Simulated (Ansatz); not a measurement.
What each rung costs, and what it gives

The pair of F⁻ (SMILES [F-], atom 1) and CH4O (SMILES CO, atoms 2–7), both closed shells, in one local arrangement (a lower one may exist), relaxed at PBE0-D4/def2-TZVPD:

```
7
angstrom
F 1.3553 -0.7268 -1.7873
C -0.5126 0.1838 0.4817
O 0.8521 0.2269 0.3355
H -0.9277 -0.8444 0.4531
H -1.0586 0.7516 -0.2992
H -0.8134 0.6166 1.4523
H 1.1050 -0.2077 -0.6360
```

Interaction energies are counterpoise-corrected; the time is that of the whole pair.

Program: Ansatz 0.2.0. Basis: as named in each row. Cores are frozen in the correlated methods. B3LYP uses VWN-RPA correlation. Extrapolation: Hartree–Fock as exp(−7.88 √X), correlation as X^−2.97.

Times are rough, for one single point on 2 threads of a shared host (Intel Xeon Platinum 8259CL).

The estimate by CCSD(T) at an estimated basis limit (MP2 extrapolated from triple and quadruple zeta, plus CCSD(T) − MP2 in triple zeta) is -163.0 kJ/mol.

```csv
method,basis,time (s),interaction energy (kJ/mol),method less estimate
HF,STO-3G,under 1,-232.9,-69.9
PBE-D4,STO-3G,under 1,-259.9,-96.9
SPW92,def2-SVP,under 1,-231.6,-68.7
B3LYP-D4,6-31G,under 1,-204.9,-42.0
PBE-D4,def2-SVP,under 1,-203.0,-40.0
PBE0-D4,def2-SVP,under 1,-207.3,-44.3
CCSD(T),def2-SVP,2,-179.4,-16.4
PBE-D4,def2-TZVPPD,2,-165.6,-2.6
revPBE-D4,def2-TZVPPD,2,-159.4,3.6
PBE0-D4,def2-TZVPPD,2,-171.8,-8.8
BLYP-D4,def2-TZVPPD,3,-156.1,6.9
wB97M-V,def2-SVP,3,-198.1,-35.1
HSE06-D4,def2-TZVPPD,3,-171.9,-8.9
B3LYP-D4,def2-TZVPPD,4,-164.0,-1.0
r2SCAN-D4,def2-TZVPPD,4,-173.7,-10.7
B2PLYP,def2-TZVPPD,6,-158.5,4.5
B97M-V,def2-TZVPPD,8,-162.6,0.3
wB97M-V,def2-TZVPPD,8,-162.8,0.2
wB97X-V,def2-TZVPPD,9,-162.9,0.1
MP2,def2-QZVPPD,15,-160.7,2.3
CCSD(T),def2-TZVPPD,48,-157.2,5.8
```

T1 diagnostic: at most 0.023.
